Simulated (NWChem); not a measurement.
Molecule: SiH2O2ClF; SMILES O[Si](O)(F)Cl

```xyz
7

O      0.2995    -1.0162     1.4242
Si    -0.0172    -0.3257    -0.0251
O     -1.5010    -0.7837    -0.5154
F      1.1176    -0.7803    -1.0748
Cl     0.0448     1.7082     0.0247
H      1.1841    -0.9295     1.7914
H     -1.7914    -1.6625    -0.2521
```
Atoms are numbered in this order, from 1.

Program: NWChem. All runs use the structure optimised with PBE0/def2-SVP. Level: PBE0/def2-SVP with SMD (1 M gas to 1 M solution), gas-phase geometry. Reactions with the solvent are ignored.

Task: What does the run give for solvent water? Quantities: solvation free energy (kcal/mol); cavity-dispersion-structure term (kcal/mol); dipole in solution (D).

Result: 
```json
{
 "solvation free energy (kcal/mol)": "-8.4",
 "cavity-dispersion-structure term (kcal/mol)": "2.5",
 "dipole in solution (D)": "2.85"
}
```
